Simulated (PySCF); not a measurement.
# Dipole moment and polarisability of `CO[SiH2]OCC[SiH3]`

Compound: C3H12O2Si2.
Geometry (PBE0-D3(BJ)/def2-SVP, Å), atoms numbered from 1 in this order:
```xyz
19
C3H12O2Si2 angstrom
C     -3.0749   -0.0161   -1.4205
O     -3.0975   -0.1880   -0.0322
Si    -1.9272   -0.9528    0.8548
O     -0.4995   -0.1147    0.9419
C      0.5229   -0.1039   -0.0229
C      1.8818   -0.1396    0.6481
Si     3.3508   -0.0557   -0.5335
H     -2.3842    0.7922   -1.7213
H     -2.7749   -0.9389   -1.9528
H     -4.0842    0.2577   -1.7641
H     -1.6372   -2.2800    0.2205
H     -2.4557   -1.0450    2.2328
H      0.4283    0.8092   -0.6401
H      0.4222   -0.9664   -0.7126
H      1.9680   -1.0607    1.2497
H      1.9554    0.7017    1.3580
H      3.3256    1.2198   -1.3155
H      4.6283   -0.1226    0.2378
H      3.3145   -1.1957   -1.5025
```

Level: wB97X-D/def2-SVPD (PySCF), static field, nuclei fixed, core orbitals frozen in the response. The polarisability tensor in these axes (au):

```
x   113.92   2.36  -2.29
y     2.36  86.24  -3.00
z    -2.29  -3.00  94.94
```

Problem. Give the principal values, the mean and the anisotropy Δα = √{½[(α1 − α2)² + (α2 − α3)² + (α1 − α3)²]}.

Solution. Principal values 85.22, 95.44 and 114.45 au; mean 98.37 au = 14.58 Å³ = 16.22 × 10⁻⁴⁰ C²·m²/J; Δα = 25.70 au (26 % of the mean).

Problem. What is the dipole moment, and where does it point?

Solution. (0.48, -0.44, -1.29) D, 1.44 D in size, pointing from the negative to the positive side. Measured along this direction, the outermost atoms are H12 at the negative end and H19 at the positive end.

Problem. Refractivity n − 1 of an ideal gas of it at 273.15 K and 1 atm, from the electronic α?

Solution. N = p/kT = 2.6868 × 10¹⁹ cm⁻³, so n − 1 = 2π × N × 14.58 × 10⁻²⁴ cm³ = 2461 × 10⁻⁶ at long wavelengths.

Problem. Directions of the eigenvectors, and the extent of the frame along each?

Solution. Largest value along (0.99, 0.10, -0.13), where the nuclei span 8.30 Å; middle along (0.15, -0.27, 0.95), 4.40 Å; least along (-0.06, 0.96, 0.28), 2.98 Å. The response follows the extents in order.

Problem. Sum over states: ᾱ = Σ f/ω², ω in Eh. What share falls to these 6 lowest TDDFT singlets (eV, f)? 7.85, 0.0086; 8.02, 0.0051; 8.25, 0.0043; 8.34, 0.0318; 8.50, 0.0215; 8.59, 0.0048.

Solution. They add up to 0.82 au, 0.8 % of the 98.37 au; the largest single term is 0.34 au, from the state at 8.34 eV. Terms in order: 0.10, 0.06, 0.05, 0.34, 0.22, 0.05 au. Higher excitations give the rest. The strengths listed sum to 0.076.

Problem. What are the principal values of the traceless quadrupole moment, Θ = ½Σq(3rr − r²1), about the centre of nuclear charge?

Solution. -9.20, 1.80, 7.40 D·Å. The values depend on the origin, since the dipole doesn't vanish. The electronic extent ⟨r²⟩ about the same centre is 2053 bohr², a root-mean-square distance of 2.79 Å for the 74 electrons.

Problem. What depolarisation ratio follows for Rayleigh scattering of linearly polarised light, taking the static tensor?

Solution. ρ = 3Δα²/(45ᾱ² + 4Δα²) = 1980.8/(435421 + 2641.1) = 0.00452.

Geometry: PBE0-D3(BJ)/def2-SVP, one conformer, isolated molecule.

wB97X-D is run here without its empirical dispersion term; that term would change no orbital, density or response property at a fixed geometry.
